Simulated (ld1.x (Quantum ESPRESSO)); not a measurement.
**Ranking RRKJ potentials for cobalt (Co)**

All share these settings but for the change named:

cobalt (Co), norm-conserving RRKJ (Kleinman–Bylander form), made with ld1.x (Quantum ESPRESSO) 7.5 (revPBE, scalar-relativistic). Core [Ar], reference 3d7 4s2 4p0. Waves: 4p (bound, empty): rc 2.40 bohr; 3d (bound): rc 1.75 bohr; 4s (bound): rc 2.00 bohr. Local part: the s channel. Core correction: a·sin(br)/r model core inside 1.00 bohr.

Test errors are all-electron minus pseudo excitation energies from the reference, over 3d7 4s1 4p0; 3d7 4s0 4p0; 3d6 4s0 4p0; 3d6 4s2 4p0; 3d7 4s1 4p1; 3d7 4s0 4p2; 3d7 4s1.5 4p0. None of these files shows a bound ghost.

The base gives 345.7 meV.

Of 12 variants that were run, those that failed, showed a ghost or another fault, or gave nearly equal values are left out.

A variant can come out equal or close to the base, since the largest error may sit in a test that the change hardly touches while other tests move.

**Question.** Rank these variants by their largest absolute test error, smallest first.
A. functional LDA (PZ)
B. wave 3d (bound): rc 1.75 bohr becomes 3d (bound): rc 1.96 bohr
C. all radii but the core radius scaled by about 0.85 (s 1.70, p 2.04, d 1.48 bohr)
D. wave 4s (bound): rc 2.00 bohr becomes 4s (bound): rc 1.62 bohr

**Answer.** B (282.1 meV), A (319.3 meV), D (378.3 meV), C (429.8 meV).
